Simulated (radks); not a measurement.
Results of a calculation; reference values are marked as such.
Excited configurations of Ta II: one electron is placed in a higher orbital outside [Xe] 4f14 5d3. The ground configuration is [Xe] 4f14 5d3 6s1. Code: a radial shooting solver on a logarithmic mesh with Libxc functionals. Model: scalar-relativistic Kohn-Sham, PBE, spin-polarised, spherical densities, point nucleus; open shells are filled with parallel spins first (spin-orbit coupling, left out, can overturn this in heavy ions). Excitation = E - E(ground); binding = E(ion) - E, where the ion is the core of charge +2; n* = 2/sqrt(2 binding) in atomic units, and the quantum defect is n - n*.

outer orbital	excitation (eV)	binding (eV)	n*	quantum defect	eigenvalue (eV)	<r> (bohr)
6d	10.306	5.386	3.179	2.821	-4.011	6.545
7s	9.167	6.524	2.888	4.112	-5.215	6.639
7p	10.614	5.077	3.274	3.726	-4.029	8.115
7d	12.392	3.299	4.062	2.938	-2.566	11.80
7f	13.859	1.832	5.450	1.550	-1.445	20.87

The Delta-SCF ionisation energy is 15.691 eV (NIST Atomic Spectra Database: 16.2 eV, semi-empirical). Self-interaction in the functional shifts the binding energies and quantum defects, so they are the method's values and not measured ones. Open shells are spherical and high-spin; term and fine-structure splittings are not resolved. Spin-orbit splitting is averaged out at the scalar-relativistic level.
